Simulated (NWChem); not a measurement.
# CH₄Ge, singlet; SMILES [GeH][CH3]

Program: NWChem. Low-valent species are run as closed-shell singlets; no triplet was tried in these runs. Structure relaxed at the PBE-D3(BJ)/def2-SVP level. Ions are spin-unrestricted doublets at the neutral geometry; other ion states weren't tried.

```json
[
 {"level": "B3LYP/def2-SVP", "vertical ionisation energy, ΔSCF (eV)": "8.81", "−ε(HOMO) (eV)": "6.21", "ΔSCF minus −ε(HOMO) (eV)": "2.60"},
 {"level": "PBE/def2-SVP", "vertical ionisation energy, ΔSCF (eV)": "___", "−ε(HOMO) (eV)": "___", "ΔSCF minus −ε(HOMO) (eV)": "___"},
 {"level": "CAM-B3LYP/def2-SVP", "vertical ionisation energy, ΔSCF (eV)": "8.84", "−ε(HOMO) (eV)": "7.65", "ΔSCF minus −ε(HOMO) (eV)": "1.19"},
 {"level": "r2SCAN/def2-SVP", "vertical ionisation energy, ΔSCF (eV)": "8.70", "−ε(HOMO) (eV)": "5.61", "ΔSCF minus −ε(HOMO) (eV)": "3.09"},
 {"level": "M06-2X/def2-SVP", "vertical ionisation energy, ΔSCF (eV)": "8.61", "−ε(HOMO) (eV)": "7.41", "ΔSCF minus −ε(HOMO) (eV)": "1.20"}
]
```

**Question.** Fill in the missing entries.

**Answer.** 
- PBE/def2-SVP, vertical ionisation energy, ΔSCF (eV): 8.66
- PBE/def2-SVP, −ε(HOMO) (eV): 5.34
- PBE/def2-SVP, ΔSCF minus −ε(HOMO) (eV): 3.32
